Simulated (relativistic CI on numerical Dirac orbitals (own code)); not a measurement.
# What each ingredient does to the levels of In¹⁵⁺

Base calculation: Dirac-Coulomb-Breit CI, separate exchange-only KLI orbitals for each configuration, model QED (radiative potential, 1s self-energy scaled to tabulated hydrogen-like ionisation energies), unscaled Slater integrals.

Configurations in the expansion (outside the closed core [Ar] 3d10): 4s2.4p4, 4s.4p5, 4p6, 4s2.4p3.4d, 4s.4p4.4d, 4s2.4p3.4f, 4s.4p4.4f, 4p5.4d, 4s.4p3.4d2, 4s2.4p3.5s, 4s2.4p2.4d.4f, 4p5.4f, 4s2.4p3.5p, 4p5.5s, 4s.4p4.5s, 4s.4p3.4d.5s, 4s2.4p3.5d, 4s.4p4.5p, 4s2.4p2.4f.5s, 4p4.4d.4f, 4s2.4p3.5f, 4s2.4p3.6s, 4s.4p3.4f2, 4s2.4p3.5g, 4s.4p4.5d, 4s2.4p3.6p, 4s2.4p3.6d, 4s2.4p2.4d2, 4s2.4p.4d3, 4s.4p2.4d3, 4s2.4p.4d2.4f, 4s.4p2.4d2.4f, 4s2.4p.4d2.5s, 4p4.4d2, 4p3.4d3, 4p3.4d2.4f, 4p3.4d2.5s, 4s2.4p2.4d.5s, 4s.4p2.4d2.5s, 4s2.4p.4d.4f.5s, 4s.4p2.4d.4f.5s, 4s2.4p.4d.5s2, 4s2.4p2.5s2, 4s.4p2.4d.5s2, 4s2.4p.4f.5s2, 4s.4p2.4f.5s2, 4p4.4d.5s, 4p3.4d.4f.5s, 4p3.4d.5s2. Double excitations out of closed p, d and f shells are left out; levels of such configurations are missing from the list, as are those of other unlisted configurations, and high levels can miss mixing partners. These lack a partner that the ground configuration has and come out too high: 4s2.4p3.5p, 4s2.4p3.5d, 4s.4p4.5p, 4s2.4p3.5f, 4s2.4p3.6s.

Variants: (1) QED terms removed. Shifts of the energy above 4s2.4p4 3P_2, in cm⁻¹, for the lowest level and the first level of each name with at least 55 % of one term (blank where a level changes its place among those of its configuration and J or its character, or is not in the variant):

```tsv
Level	Base	Δ(1)
4s2.4p4 3P_2	0	0
4s2.4p4 3P_0	31976	-8
4s2.4p4 3P_1	63298	-125
4s2.4p4 1D_2	84183	-120
4s2.4p4 1S_0	167479	-216
4s.4p5 3P°_2	386226	+1207
4s.4p5 3P°_1	416768	+1137
4s.4p5 3P°_0	453307	+1053
4s2.4p3.4d 5D°_0	526806	+132
4s2.4p3.4d 5D°_1	531414	+126
4s2.4p3.4d 5D°_4	536405	+80
4s2.4p3.4d 3D°_1	579471	+37
4s2.4p3.4d 1S°_0	582880	+40
4s2.4p3.4d 3F°_3	589715	+28
```

At this charge energies of transitions that change n are usually good to better than 1 %, and those within a shell (Δn = 0) to a few per cent.

Ionisation energy from the two ground configurations alone: base 396.085 eV. The NIST ASD value (theoretical) is 396 eV.

LS names give the leading component of a level, which can be under half, so a name can repeat, a term be missing and a line seem to break the LS rules.
